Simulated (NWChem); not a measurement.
System: boron oxyfluoride (BOF); SMILES O=BF

```xyz
3

F      0.0000     0.0000    -1.2080
B      0.0000     0.0000     0.0862
O      0.0000     0.0000     1.3052
```
Atoms are numbered in this order, from 1.

Results from NWChem. Pople sets run with spherical d functions. STO-3G and 3-21G are far too small for this property and stand as cheap habits. Structure relaxed at the PBE-D3(BJ)/def2-SVP level. Field at 589 nm.

Question: Among these, which level gives the highest value of “anisotropy (bohr³)”?
A. B3LYP/STO-3G
B. B3LYP/def2-SVP
C. B3LYP/def2-TZVPD
D. B3LYP/aug-cc-pVDZ

Answer: A, B3LYP/STO-3G. Values: B3LYP/def2-TZVPD 7.8; B3LYP/aug-cc-pVDZ 8.5; B3LYP/def2-SVP 8.8; B3LYP/STO-3G 9.3
